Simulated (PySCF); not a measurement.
Exercise with solution: refractive index and permittivity of the vapour

Si(H)(F)2(Et) (C₂H₆F₂Si), SMILES F[SiH](CC)F.

Geometry: PBE0-D3(BJ)/def2-SVP. One conformer was computed; it need not be the lowest.

PBE/def2-TZVP in PySCF gives a mean static polarisability of 49.1 bohr³ and a dipole moment of 2.21 D. Take an ideal gas at 298.15 K and 0.1 bar, whether or not the substance is that volatile.

**Question.** Work out n − 1 in the optical limit and the static ε − 1.

**Answer.** 
Polarisability volume α' = 49.1 × 0.148185 = 7.28 Å³. Number density N = p/kT = 2.43e-6 Å⁻³.
Dilute limit of Lorentz–Lorenz: n − 1 = 2π N α' = 0.00011.
Orientation term of Debye: μ²/(3kT) = 8.098 Å³ × μ²(D²) = 39.55 Å³.
ε − 1 = 4π N (α' + μ²/3kT) = 0.0014. Orientation of the dipole supplies 84 % of the static response; it can't follow optical fields. Vibrational polarisation and dispersion are left out.
